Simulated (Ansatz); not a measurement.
```yaml
crystal:
  periodic: [false, false, false]
  atoms:
    - {symbol: Cl, position_ang: [-0.912889, -0.257942, 1.891897]}
    - {symbol: Ge, position_ang: [0.005635, -0.035532, -0.004585]}
    - {symbol: Cl, position_ang: [1.798401, -1.164411, -0.041701]}
    - {symbol: Cl, position_ang: [-1.305284, -0.769865, -1.498570]}
    - {symbol: Br, position_ang: [0.464036, 2.154151, -0.388240]}
basis:
  gaussian: {orbitals: aug-cc-pVDZ, fitting: {mean_field: cc-pVTZ-jkfit}}
total_charge: 1
magnetization: {spin_polarized: true, initial_magnetization: 1}
hamiltonian: {xc: {name: PBE}}
```

```sh
$ ansatz run in.yaml --threads 4 --pin off --events-out ev --progress --plain --max-ram 10444MiB
```

It prints (some lines left out):

```
Functional definition: PBE
777 factors; integrals over basis functions are off by at most 3.0e-1 eV
mean field evaluation 1: about -164086.2434 eV, gradient 2.6e1 eV
mean field evaluation 2: about -164071.2623 eV, gradient 5.4e1 eV
mean field evaluation 4: about -164088.0447 eV, gradient 2.0e1 eV
mean field evaluation 8: about -164090.8276 eV, gradient 5.9e0 eV
mean field evaluation 16: about -164090.8382 eV, gradient 5.8e0 eV
mean field evaluation 32: about -164091.2020 eV, gradient 2.9e-4 eV
mean field evaluation 96: about -164091.1842 eV, gradient 1.4e-4 eV
mean field -164091.20199846 eV, -6030.2404484318 hartree, gradient 2.6e-6 eV, S^2 0.751144; 30 other end points of the search recorded, 0 dependent functions left out
reference -164091.20207449 eV, -6030.2404512259 hartree; 59, 58 occupied and 94, 95 virtual orbitals, 777 factors
Total energy: -164091.20207449 eV, -6030.2404512259 hartree
```

Hardware: 4 threads of an Arm Neoverse V2 on a shared host. Wall time 76 s, peak host memory 0.35 GiB.
